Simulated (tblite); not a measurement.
C₆H₇FSe.
Atom-mapped SMILES: `[F:1][CH2:2][C:3]1=[CH:4][CH2:5][Se:6][CH:7]=[CH:8]1` (hydrogens: H9, H10 on C2; H11 on C4; H12, H13 on C5; H14 on C7; H15 on C8)

Computed with GFN2-xTB (tblite), gas phase: L-BFGS steps from a force-field or distance-geometry start until the largest atomic force falls under 0.01 eV/Å.

Step 12: E = -660.4129 eV
```
atom  x, y, z in Å  |  force x, y, z in eV/Å
F1      2.6180    0.4256   -1.1092   -0.005  -0.015   0.023
C2      2.0859    0.0486    0.1085   -0.001   0.005   0.041
C3      0.5826    0.0283    0.0350   -0.047  -0.014  -0.020
C4     -0.0480   -1.0554   -0.4342   -0.029   0.006  -0.013
C5     -1.5150   -1.1009   -0.6593   -0.138   0.034   0.098
Se6    -2.4784   -0.3404    0.8980    0.145   0.020  -0.106
C7     -1.4064    1.2237    0.8737    0.032  -0.022   0.076
C8     -0.1372    1.2196    0.4511   -0.021   0.027  -0.105
H9      2.4625    0.7640    0.8442   -0.048   0.084   0.021
H10     2.4850   -0.9453    0.3332    0.007  -0.032  -0.067
H11     0.5204   -1.9271   -0.7238   -0.001  -0.055   0.033
H12    -1.8887   -2.1116   -0.8096    0.021  -0.026  -0.013
H13    -1.8099   -0.4694   -1.5037    0.036  -0.047  -0.069
H14    -1.9039    2.1068    1.2479    0.106   0.002   0.001
H15     0.4287    2.1414    0.4263   -0.059   0.033   0.099
```

Step 13: E = -660.4165 eV
```
atom  x, y, z in Å  |  force x, y, z in eV/Å
F1      2.6193    0.4288   -1.1074    0.006  -0.009  -0.010
C2      2.0818    0.0504    0.1061    0.080  -0.003   0.089
C3      0.5808    0.0300    0.0285   -0.060  -0.031  -0.001
C4     -0.0484   -1.0565   -0.4342   -0.066  -0.020  -0.015
C5     -1.5155   -1.1022   -0.6600   -0.139   0.008   0.010
Se6    -2.4780   -0.3322    0.8876    0.062  -0.028  -0.048
C7     -1.4036    1.2240    0.8784    0.050  -0.022   0.056
C8     -0.1375    1.2203    0.4483   -0.016   0.011  -0.126
H9      2.4560    0.7636    0.8449   -0.051   0.110   0.025
H10     2.4854   -0.9413    0.3353   -0.019  -0.041  -0.088
H11     0.5166   -1.9317   -0.7176    0.025  -0.055   0.029
H12    -1.8905   -2.1149   -0.8072    0.041   0.027   0.004
H13    -1.8042   -0.4772   -1.5129    0.026  -0.059  -0.039
H14    -1.8923    2.1051    1.2653    0.069   0.033   0.005
H15     0.4255    2.1416    0.4231   -0.008   0.079   0.109
```

Step 14: E = -660.4198 eV
```
atom  x, y, z in Å  |  force x, y, z in eV/Å
F1      2.6208    0.4318   -1.1056    0.010  -0.002  -0.022
C2      2.0790    0.0522    0.1053    0.100  -0.006   0.093
C3      0.5785    0.0309    0.0223   -0.044  -0.039   0.005
C4     -0.0501   -1.0582   -0.4346   -0.070  -0.036  -0.006
C5     -1.5182   -1.1031   -0.6605   -0.070  -0.020  -0.085
Se6    -2.4771   -0.3246    0.8764   -0.034  -0.057   0.032
C7     -1.4000    1.2240    0.8839    0.046  -0.010   0.030
C8     -0.1382    1.2215    0.4431    0.016   0.005  -0.119
H9      2.4491    0.7658    0.8461   -0.052   0.108   0.020
H10     2.4854   -0.9383    0.3355   -0.035  -0.039  -0.088
H11     0.5136   -1.9370   -0.7110    0.024  -0.038   0.031
H12    -1.8916   -2.1179   -0.8046    0.037   0.054   0.018
H13    -1.7984   -0.4858   -1.5228    0.003  -0.060  -0.020
H14    -1.8798    2.1039    1.2827    0.039   0.044   0.005
H15     0.4227    2.1430    0.4217    0.030   0.095   0.106
```

Step 15: E = -660.4226 eV
```
atom  x, y, z in Å  |  force x, y, z in eV/Å
F1      2.6222    0.4342   -1.1041    0.009   0.004  -0.010
C2      2.0777    0.0538    0.1058    0.062  -0.003   0.056
C3      0.5761    0.0307    0.0170   -0.005  -0.026   0.003
C4     -0.0526   -1.0604   -0.4350   -0.040  -0.037   0.007
C5     -1.5216   -1.1039   -0.6621    0.020  -0.035  -0.131
Se6    -2.4769   -0.3192    0.8674   -0.097  -0.057   0.090
C7     -1.3961    1.2240    0.8894    0.044  -0.001  -0.004
C8     -0.1386    1.2229    0.4363    0.028   0.007  -0.078
H9      2.4421    0.7699    0.8478   -0.047   0.081   0.007
H10     2.4849   -0.9368    0.3340   -0.036  -0.030  -0.068
H11     0.5112   -1.9422   -0.7046    0.007  -0.015   0.037
H12    -1.8920   -2.1199   -0.8023    0.015   0.043   0.020
H13    -1.7935   -0.4943   -1.5319   -0.027  -0.043  -0.020
H14    -1.8682    2.1035    1.2977    0.017   0.038   0.001
H15     0.4206    2.1458    0.4227    0.050   0.074   0.090
```

**Question.** Estimate the geometry and energy of step 16. (The exact step hangs on the optimiser's Hessian estimate; all steps are aligned on step 15, rigid shifts and turns removed.)

**Answer.** E = -660.4247 eV, largest force 0.142 eV/Å
```
atom  x, y, z in Å  |  force x, y, z in eV/Å
F1      2.6232    0.4360   -1.1031    0.006   0.009   0.011
C2      2.0775    0.0549    0.1069    0.004   0.002   0.007
C3      0.5745    0.0300    0.0130    0.028  -0.002  -0.003
C4     -0.0552   -1.0627   -0.4352    0.005  -0.019   0.016
C5     -1.5239   -1.1049   -0.6652    0.074  -0.027  -0.106
Se6    -2.4777   -0.3165    0.8626   -0.099  -0.033   0.096
C7     -1.3922    1.2239    0.8934    0.024   0.003  -0.027
C8     -0.1384    1.2245    0.4299    0.033   0.014  -0.026
H9      2.4360    0.7746    0.8492   -0.038   0.042  -0.008
H10     2.4840   -0.9366    0.3315   -0.026  -0.017  -0.040
H11     0.5094   -1.9465   -0.6990   -0.008  -0.001   0.041
H12    -1.8920   -2.1209   -0.8004   -0.011   0.006   0.013
H13    -1.7904   -0.5013   -1.5394   -0.054  -0.017  -0.033
H14    -1.8589    2.1040    1.3079    0.008   0.015  -0.006
H15     0.4196    2.1495    0.4260    0.053   0.026   0.065
```

The energy changes by -0.0021 eV. The first-order estimate −F·Δx gives -0.0030 eV and the mean of the old and new forces, exact on a quadratic surface, -0.0021 eV. The step makes an angle of 67° with the force vector and moves no atom by more than 0.014 Å.

The cost below is that of the whole relaxation. The run took 6.4 s wall, 2.0 s CPU on an Intel Xeon at 2.50 GHz with one thread, shared host.
